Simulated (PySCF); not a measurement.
## Dipole moment and polarisability of `[AsH3+][GaH2-][N]1CCCC1`

Species: C₄H₁₃AsGaN.
Numbering: `[AsH3+:1][GaH2-:2][N:3]1[CH2:4][CH2:5][CH2:6][CH2:7]1` (hydrogens: H8, H9, H10 on As1; H11, H12 on Ga2; H13, H14 on C4; H15, H16 on C5; H17, H18 on C6; H19, H20 on C7)

Geometry (PBE0-D3(BJ)/def2-SVP, Å), atoms numbered from 1 in this order:
```xyz
20
C4H13AsGaN angstrom
As     2.5957    0.2338   -0.6556
Ga     1.2221   -1.8311    0.7688
N     -0.2928   -0.8357    0.4255
C     -1.1475   -0.9221   -0.7354
C     -1.4308    0.5405   -1.1255
C     -1.2194    1.3301    0.1839
C     -0.8113    0.2583    1.2136
H      1.8814    0.3911   -1.9831
H      2.1078    1.5511   -0.0877
H      3.9281    0.7863   -1.1532
H      1.4958   -3.0093   -0.2256
H      1.8887   -1.6008    2.1667
H     -0.6784   -1.5058   -1.5431
H     -2.1056   -1.4282   -0.4900
H     -0.7240    0.8761   -1.9001
H     -2.4426    0.6668   -1.5389
H     -2.1208    1.8772    0.4981
H     -0.4187    2.0760    0.0635
H     -0.0709    0.6179    1.9455
H     -1.7066   -0.0538    1.7924
```

Level: wB97X-D/def2-SVPD (PySCF), static field, nuclei fixed, core orbitals frozen in the response. The polarisability tensor in these axes (au):

```
x   132.29  -1.22  -2.89
y    -1.22 118.01  -5.59
z    -2.89  -5.59 111.77
```

**Question.** Diagonalise the tensor; give its mean and Δα, where Δα² is half the sum of the squared differences of the eigenvalues.

**Answer.** Principal values 108.08, 121.28 and 132.70 au; mean 120.69 au = 17.88 Å³ = 19.90 × 10⁻⁴⁰ C²·m²/J; Δα = 21.34 au (18 % of the mean).

**Question.** What is the dipole moment, and where does it point?

**Answer.** (0.52, 1.68, -1.07) D, 2.06 D in size, pointing from the negative to the positive side. Measured along this direction, the outermost atoms are H11 and H12 at the negative end and H10 at the positive end.

**Question.** Molar refractivity from α?

**Answer.** Lorentz–Lorenz: R = (4π/3)N_A α = 2.5225 cm³/(mol·Å³) × 17.88 Å³ = 45.1 cm³/mol, in the limit of long wavelengths.

**Question.** How large is μ²/3kT at 350 K beside α?

**Answer.** In Gaussian units μ²/3kT = 29.29 Å³ against 17.88 Å³, a ratio of 1.64; the Debye molar polarisation (4π/3)N_A(α + μ²/3kT) is 119.0 cm³/mol, leaving out the vibrational part.

**Question.** Refractivity n − 1 of an ideal gas of it at 400 K and 1 atm, from the electronic α?

**Answer.** N = p/kT = 1.8347 × 10¹⁹ cm⁻³, so n − 1 = 2π × N × 17.88 × 10⁻²⁴ cm³ = 2062 × 10⁻⁶ at long wavelengths, for an ideal gas.

**Question.** What are the principal values of the traceless quadrupole moment, Θ = ½Σq(3rr − r²1), about the centre of nuclear charge?

**Answer.** -4.85, -1.06, 5.91 D·Å. The values depend on the origin, since the dipole doesn't vanish. The electronic extent ⟨r²⟩ about the same centre is 1883 bohr², a root-mean-square distance of 2.21 Å for the 108 electrons.

The structure is a single PBE0-D3(BJ)/def2-SVP conformer in the gas phase; no vibrational or solvent corrections. The calculation is non-relativistic, for gallium and arsenic too.

These values come from a run that also computed excited states and ΔSCF ions. On one thread of an Intel Xeon at 2.80 GHz, no GPU, on a shared host, this took 3.7 min and 1.3 GiB of memory at its peak.
